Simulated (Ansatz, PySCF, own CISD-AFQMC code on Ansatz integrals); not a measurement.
Constitutional and geometric isomers with formula H6OSi2. Gas-phase values, no solvent. One relaxed conformer stands for each flexible species; it need not be the lowest. Strings in code marks are SMILES.

Quantity: electronic energy of isomers of H6OSi2 relative to `[SiH3]O[SiH3]`, in kcal/mol. AFQMC values (own CISD-AFQMC code on Ansatz (a program for electronic structure) integrals) carry a statistical error of up to ±0.29 kcal/mol (one standard error) and the bias of the phaseless constraint.

Level 1: composite: frozen-core CCSD(T) with HF/cc-pVQZ and the correlation energy extrapolated as X^-3 from cc-pVTZ and cc-pVQZ, plus phaseless AFQMC minus CCSD(T) in cc-pVDZ // B3LYP-D3(BJ)/def2-TZVP (Ansatz)
Level 2: LC-ωPBE/cc-pVTZ // B3LYP-D3(BJ)/def2-TZVP (Ansatz)
Level 3: PBE-D3(BJ)/def2-TZVP // B3LYP-D3(BJ)/def2-TZVP (PySCF)
Level 4: B3LYP/6-311+G** // B3LYP-D3(BJ)/def2-TZVP (PySCF)

```
species                                   level 2  level 3  level 4
----------------------------------------  -------  -------  -------
`O[SiH2][SiH3]` (H–O–Si–Si torsion 180°)     22.4     20.2     22.6
```

**Question.** What does level 1 give for each?

**Answer.** 
- `O[SiH2][SiH3]` (H–O–Si–Si torsion 180°): 25.4
